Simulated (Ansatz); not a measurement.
Ansatz results at the PBE0-D4/def2-TZVP geometry: size of the dipole moment (B3LYP/def2-TZVPP) 2.53 D; size of the dipole moment (ωB97M-V/def2-TZVPP) 2.52 D; size of the dipole moment (PBE/def2-TZVPP) 2.39 D.

Task: Which molecule gave them?
A. `[F][In][O][SiH3]`•
B. `[CH2][SiH](C)F`•
C. `[OH][Ge]([F])[F]`•
D. `C#[C][Ge]([CH3])[F]`•

Result: D. The others give `[OH][Ge]([F])[F]`•: 2.83, 2.86, 2.63; `[F][In][O][SiH3]`•: 2.91, 2.97, 2.67; `[CH2][SiH](C)F`•: 1.83, 1.82, 1.76.

B3LYP here is the variant with VWN-RPA as its local correlation; programs differ in this.
